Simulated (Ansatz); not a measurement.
# Ligand exchange: Sn(CH3)F + C2H7N → Sn(CH3)(NH2) + C2H5F

Species: Sn(CH3)F, singlet; C2H7N (ethanamine) `CCN`, singlet; Sn(CH3)(NH2), singlet; C2H5F `CCF`, singlet. The partners trade F for NH2: Sn–F and C–NH2 bonds give way to Sn–NH2 and C–F.

Shapes, held fixed at every level: PBE0-D4/def2-TZVP. Flexible molecules stand in one conformer, not always the lowest. Programs: Ansatz 0.2.0. The zero-point and thermal change to 298 K, harmonic and unscaled (PBE0-D4/def2-TZVP), is -2.3 kJ/mol.

| level | kind | ΔH(298 K) (kJ/mol) | less CCSD(T)/def2-TZVPP |
| --- | --- | --- | --- |
| r2SCAN-D4/def2-TZVPP | meta-GGA | +55.5 | +3.8 |
| B3LYP-D4/def2-TZVPP | global hybrid | +56.2 | +4.5 |
| BHLYP-D4/def2-TZVPP | global hybrid | +56.2 | +4.5 |
| wB97X-V/def2-TZVPP | range-separated hybrid | +59.7 | +8.0 |
| B2PLYP/def2-TZVPP | double hybrid | +55.9 | +4.2 |
| CCSD/def2-TZVPP | coupled cluster or CI | +53.3 | +1.6 |
| CCSD(T)/def2-TZVPP | coupled cluster or CI | +51.7 | 0.0 |

The highest level, CCSD(T)/def2-TZVPP, gives ΔH(298 K) = +51.7 kJ/mol; the levels span +51.7 to +59.7. The column of differences is taken from that level and isn't an error. No measured value is set beside it here. For atoms past krypton def2 sets carry core potentials with scalar relativity. Outer-core shells of Sn are correlated, in sets that cover them unevenly.
